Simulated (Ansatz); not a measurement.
Reaction (atomization): `[OH][GaH][BH]BF` → 2 B• + F• + Ga• + 4 H• + O•

Gas-phase electronic energies from Ansatz, PBE0-D4/def2-TZVP geometries. CCSD(T)/CBS is the MP2 limit (def2-TZVPP, def2-QZVPP) plus CCSD(T) − MP2 in def2-TZVPP, frozen cores. This one scheme is used for every species, atoms too. For atomizations the MP2-based limit and the directly extrapolated one differ by several kJ/mol either way, and by 10 to 25 for some Ge, Se and Sn compounds, so smaller differences from it don't rank the levels. DFT in def2-TZVPP. Open shells (•) are unrestricted, without spin–orbit coupling. Spin–orbit coupling would lower the free atoms: a little for B, F, O; clearly for Ga. Bonds to Ga are less sure, by a few kJ/mol each and by 10 to 20 or more in all where they break to atoms, as the def2 sets lack core-valence functions. Scalar relativity is left out up to krypton. One conformer a species, not always the lowest.

`[OH][GaH][BH]BF`:

Cartesian coordinates in Å:
```
O 1.940 1.283 1.174
Ga 0.760 1.236 -0.179
B -0.091 -0.601 -0.686
B -1.524 -1.128 -0.047
F -1.628 -1.840 1.071
H 2.092 0.441 1.606
H 0.543 2.649 -0.810
H 0.473 -1.222 -1.545
H -2.564 -0.818 -0.584
```

```json
{"level": "revPBE-D4", "ΔE (kJ/mol)": "3020.2"}
{"level": "BLYP-D4", "ΔE (kJ/mol)": "3046.2"}
{"level": "r2SCAN-D4", "ΔE (kJ/mol)": "3088.1"}
{"level": "r2SCAN0-D4", "ΔE (kJ/mol)": "3022.0"}
{"level": "ωB97M-V", "ΔE (kJ/mol)": "3055.0"}
{"level": "B2PLYP", "ΔE (kJ/mol)": "3027.4"}
{"level": "HF/def2-TZVPP", "ΔE (kJ/mol)": "2269.5"}
{"level": "CCSD/CBS(def2)", "ΔE (kJ/mol)": "3003.5"}
```

Problem. What does CCSD(T)/CBS give? (An estimate is asked.)

Solution. The calculation gave: +3048.3 kJ/mol. The listed levels differ from it by -28.1, -2.1, 39.8, -26.3, 6.7, -20.9, -778.8, -44.8 kJ/mol.

Largest T1 diagnostic among the species: 0.015.

At CCSD(T), def2-SVP lies −161.3 kJ/mol from the extrapolated value and def2-TZVPP −66.3 kJ/mol: correlation converges slowly with the basis, and small sets miss more of it in the bonded molecule than in its fragments. From PBE to PBE0 (25 % exact exchange), in def2-TZVPP and without D4, ΔE moves by −62.2 kJ/mol: exact exchange takes away binding that semilocal exchange gives to molecules. Leaving LDA and LC-ωPBE aside and taking each functional with its dispersion term where it has one, the values, not all of them listed here, spread over 155.8 kJ/mol, from BHLYP-D4 to PBE-D4. LDA lies +418.9 kJ/mol from PBE without D4, its usual overbinding.
